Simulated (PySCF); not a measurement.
Compound: C6H9F.
Z-matrix (Å and degrees, PBE0-D3(BJ)/def2-SVP geometry), rows numbered from 1:
```
C 
C   1  1.5161
C   2  1.5388  1  115.96
C   3  1.5019  2  103.20  1  -150.41
C   4  1.3362  3  111.79  2    14.05
C   5  1.4984  4  110.85  3     1.05
F   6  1.3810  2  111.20  1   -86.60
H   1  1.1024  2  111.15  3    59.27
H   1  1.1006  2  110.82  3   179.27
H   1  1.1008  2  111.41  3   -60.77
H   2  1.1041  1  109.37  3   121.57
H   3  1.1024  2  113.06  1    86.62
H   3  1.1067  2  110.85  1   -32.38
H   4  1.0930  3  123.19  2  -168.24
H   5  1.0921  4  126.44  3   177.42
H   6  1.1084  2  111.89  1    31.92
```

The closed-shell ground state was solved at several levels (PySCF, density fitting, gas phase, non-relativistic).

```
            level  basis functions  HOMO (eV)  LUMO (eV)  gap (eV)  dipole (D)
      B3LYP/pcJ-1              279      -7.19      -0.14      7.05        2.02
wB97X-D/def2-SVPD              215      -9.28       1.81     11.09        2.14
   B97-2/pcSseg-1              164      -7.18       0.02      7.20        2.03
```

Task: What might PBE0/pcSseg-1 (164 basis functions) give for the same quantities?

Result: HOMO -7.42 eV, LUMO 0.08 eV, gap 7.50 eV, dipole 2.03 D.

Task: Over all these levels, which gives the widest orbital gap and which the narrowest?

Result: wB97X-D/def2-SVPD (range-separated hybrid) has the widest, 11.09 eV, and B3LYP/pcJ-1 (global hybrid, 20 % exact exchange) the narrowest, 7.05 eV. Functional and basis both differ between the two, so the spread mixes both effects.

Task: How far do the dipole and the HOMO energy spread over the levels?

Result: The dipole runs from 2.02 to 2.14 D (mean 2.06 D) and the HOMO from -9.28 to -7.18 eV.

One conformer stands for the species.
